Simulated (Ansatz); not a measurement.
`c1csc(-c2ccc(-c3ccc(-c4ccc(-c5ccc(-c6ccc(-c7cccs7)s6)s5)s4)s3)s2)c1`, relaxed as a singlet with RKS r2SCAN-D4/def2-SVP in Ansatz, starting from the GFN2-xTB geometry. Force threshold 0.03 eV/Å.

Single mean-field runs in def2-SVP are fitted with def2-universal-jkfit.

Start:

Cartesian coordinates in Å:
```
C -8.399 -8.196 2.743
C -8.239 -9.329 2.010
S -6.901 -9.228 0.936
C -6.542 -7.613 1.484
C -5.446 -6.883 0.943
C -4.549 -7.276 -0.022
C -3.590 -6.304 -0.317
C -3.735 -5.150 0.418
C -2.942 -3.973 0.375
C -3.085 -2.817 1.109
C -2.126 -1.847 0.812
C -1.228 -2.241 -0.155
C -0.133 -1.516 -0.693
C 0.759 -1.923 -1.660
C 1.724 -0.964 -1.967
C 1.594 0.199 -1.237
C 2.407 1.364 -1.304
C 3.503 1.581 -2.112
C 4.083 2.837 -1.938
C 3.446 3.610 -0.993
C 3.775 4.927 -0.572
C 3.145 5.707 0.370
C 3.734 6.962 0.537
C 4.828 7.168 -0.273
C 5.652 8.331 -0.351
C 5.533 9.497 0.367
C 6.516 10.448 0.042
C 7.377 10.010 -0.915
S 7.005 8.418 -1.443
S 5.132 5.772 -1.265
S 2.092 2.756 -0.306
S 0.238 0.096 -0.150
S -1.584 -3.854 -0.711
S -5.095 -5.271 1.500
C -7.435 -7.216 2.447
H -9.180 -8.062 3.470
H -8.826 -10.225 2.030
H -4.597 -8.241 -0.494
H -2.805 -6.429 -1.042
H -3.866 -2.691 1.837
H -2.077 -0.880 1.282
H 0.701 -2.893 -2.124
H 2.496 -1.113 -2.699
H 3.873 0.847 -2.805
H 4.945 3.185 -2.481
H 2.284 5.367 0.918
H 3.370 7.700 1.227
H 4.766 9.663 1.101
H 6.580 11.418 0.501
H 8.212 10.524 -1.347
H -7.390 -6.251 2.920
```

```
step   energy (eV)  largest force component (eV/Å)  SCF passes
   1  -105077.8401                           0.708          26
   2  -105078.0847                           0.163          22
   3  -105078.1046                           0.029          23
```

Force components are those of the run's own axes.

End:

Cartesian coordinates in Å:
```
C -8.488 -8.255 2.785
C -8.327 -9.403 2.043
S -6.981 -9.288 0.973
C -6.610 -7.669 1.511
C -5.496 -6.945 0.953
C -4.590 -7.342 -0.022
C -3.620 -6.364 -0.322
C -3.764 -5.195 0.419
C -2.969 -3.999 0.383
C -3.107 -2.828 1.122
C -2.136 -1.854 0.818
C -1.231 -2.257 -0.159
C -0.119 -1.544 -0.719
C 0.783 -1.956 -1.698
C 1.757 -0.991 -2.010
C 1.630 0.186 -1.275
C 2.451 1.363 -1.343
C 3.560 1.588 -2.156
C 4.140 2.856 -1.974
C 3.493 3.635 -1.019
C 3.802 4.965 -0.576
C 3.160 5.748 0.379
C 3.746 7.017 0.553
C 4.854 7.234 -0.260
C 5.685 8.410 -0.336
C 5.568 9.591 0.388
C 6.560 10.548 0.059
C 7.431 10.104 -0.911
S 7.043 8.507 -1.427
S 5.156 5.834 -1.254
S 2.141 2.761 -0.345
S 0.268 0.073 -0.188
S -1.606 -3.875 -0.701
S -5.129 -5.328 1.499
C -7.513 -7.269 2.486
H -9.281 -8.124 3.524
H -8.924 -10.315 2.063
H -4.637 -8.322 -0.502
H -2.827 -6.496 -1.061
H -3.898 -2.691 1.862
H -2.084 -0.872 1.295
H 0.724 -2.939 -2.170
H 2.542 -1.141 -2.753
H 3.934 0.845 -2.863
H 5.016 3.210 -2.523
H 2.284 5.399 0.930
H 3.376 7.764 1.258
H 4.787 9.755 1.132
H 6.631 11.535 0.522
H 8.281 10.624 -1.353
H -7.467 -6.288 2.966
```

By distances, no bond broke or formed. The bond that changes most is C2–H37, from 1.07 to 1.09 Å (atoms count from 1).

No frequencies were taken in this run, so the end may be a saddle point.

It took 37 s on 2 threads of AMD EPYC 7R13 on a shared host and a share (18 GiB) of an NVIDIA H100 80GB HBM3, peak host memory 1.1 GiB.
